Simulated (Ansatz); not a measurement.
Z-matrix (Å, degrees):
```
Si
Ge 1 2.379
H 1 1.485 2 109.6
H 1 1.486 2 110.4 3 120.4
H 1 1.486 2 109.3 3 -119.7
Si 2 2.377 1 109.7 3 64.2
H 2 1.539 1 110.5 3 -56.2
H 2 1.541 1 110.6 3 -175.7
Cl 6 2.065 2 108.3 1 -50.5
H 6 1.484 2 111.0 1 67.4
H 6 1.484 2 113.0 1 -169.6
```

Charge 0, multiplicity 1.

(1) List the B3LYP/def2-TZVPP orbital energies in eV (the Gaussian-basis code of Ansatz). (Estimate.)

Answers

(1) Computed: Occupied: -10850.20, -2762.46, -1800.05, -1799.12, -1354.62, -1205.52, -1205.52, -1205.51, -257.22, -196.24, -196.10, -196.10, -169.12, -144.50, -143.68, -119.37, -119.36, -119.36, -99.87, -99.79, -99.78, -99.00, -98.98, -98.98, -32.93, -32.92, -32.90, -32.87, -32.86, -22.60, -16.15, -14.74, -13.68, -10.81, -10.62, -10.10, -9.96, -9.53, -9.35, -8.75, -8.38, -7.71. Lowest empty: -0.70, -0.23, -0.05, 0.09, 0.42, 0.98, 1.27, 1.37.

B3LYP here is the variant with VWN-RPA as its local correlation; programs differ in this.
